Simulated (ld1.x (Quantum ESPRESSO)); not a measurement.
P (Z = 15): variants of one TM potential

Base potential:

* Element: phosphorus
* Generator: ld1.x (Quantum ESPRESSO) 7.5
* Type: norm-conserving Troullier–Martins (Kleinman–Bylander form)
* Functional: LDA (PZ)
* Relativity: scalar-relativistic
* Frozen core: [Ne]
* Valence charge: 5
* Reference configuration: 3s2 3p3
* Partial waves: 3s (bound): rc 1.60 bohr; 3p (bound): rc 1.95 bohr
* Local potential: all-electron potential smoothed inside 1.65 bohr (lloc = -2)
* Core correction: none

Cutoffs, loose and tight: the cutoffs (Ry, on a coarse ladder) from which the occupation-weighted sum of valence levels, in a spherical-Bessel basis at the reference potential, stays within 10 and 1 mRy of its value at 400 Ry. They do not see the model core or the augmentation charge, which bear on the density cutoff. Test errors are all-electron minus pseudo excitation energies from the reference, over the configurations 3s2 3p2; 3s2 3p1; 3s2 3p0; 3s1 3p3; 3s2 3p3.3; 3s0 3p5; 3s1 3p4 (two spin-polarised tests are not counted in the largest error). A dash means not determined; rows that change the core or the reference have their own tests.

```tsv
change	outcome	cutoff, loose	cutoff, tight	bound ghosts	largest test error (meV)
base	generated	21 Ry	50 Ry	none	+148
wave 3p (bound): rc 1.95 bohr becomes 3p (bound): rc 1.50 bohr	generated	21 Ry	50 Ry	none	+145
local potential the s channel	generated	21 Ry	50 Ry	none	+141
local potential all-electron potential smoothed inside 2.16 bohr (lloc = -2)	generated	21 Ry	50 Ry	none	+91
functional PBE	generated	21 Ry	50 Ry	none	+58
type PAW; waves now 3s (bound): rcut 1.40, rcutus 1.60 bohr; 3s channel at -0.4 Ry: rcut 1.40, rcutus 1.60 bohr; 3p (bound): rcut 1.70, rcutus 1.95 bohr; 3p channel at -0.05 Ry: rcut 1.70, rcutus 1.95 bohr; local potential all-electron potential smoothed inside 1.35 bohr (lloc = -1); core correction a·sin(br)/r model core, default radius (ld1.x builds one for every PAW set, though the input has nlcc=.false.); augmentation PSQ, inside the norm-conserving radii	generated	15 Ry	21 Ry	none	-49
all radii scaled by about 0.75 (s 1.20, p 1.46 bohr); local potential all-electron potential smoothed inside 1.24 bohr (lloc = -2)	generated	50 Ry	110 Ry	none	+172
```
